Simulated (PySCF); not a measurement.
**How methods differ on the ionisation energy of Pm**

Pm [Xe] 4f5 6s2 (high-spin determinant) → Pm+ [Xe] 4f5 6s1 (high-spin determinant), as a difference of total energies. Calculation: PySCF 2.14, in cc-pVDZ-X2C; the spin-free X2C one-electron Hamiltonian (Gaussian nucleus). Correlated levels: valence: [Kr] 4d10 frozen; valence and next inner shell: [Ar] 3d10 frozen. The calculations carry no spin-orbit coupling.

```json
{"method": "UHF", "ionisation energy (eV)": "4.542"}
{"method": "LDA", "ionisation energy (eV)": "5.773"}
{"method": "PBE", "ionisation energy (eV)": "5.570"}
{"method": "PBE0", "ionisation energy (eV)": "5.457"}
{"method": "r2SCAN", "ionisation energy (eV)": "5.215"}
{"method": "MP2 (valence)", "ionisation energy (eV)": "5.426"}
{"method": "SCS-MP2 (valence)", "ionisation energy (eV)": "5.476"}
{"method": "MP2 (valence and next inner shell)", "ionisation energy (eV)": "5.460"}
{"method": "SCS-MP2 (valence and next inner shell)", "ionisation energy (eV)": "5.491"}
```

Task: How much does correlation contribute at MP2 (valence and next inner shell)?

Result: 5.460 − (4.542) = 0.918 eV, measured against UHF.

Errors of the correlated levels include the incompleteness of this basis and the frozen core.

The determinant of Pm and of Pm+ mixes LS terms, which raises its energy above the lowest term, most at the Hartree-Fock and MP2 levels.

For comparison: 5.582 eV (measured; NIST Atomic Spectra Database, ionization energies).
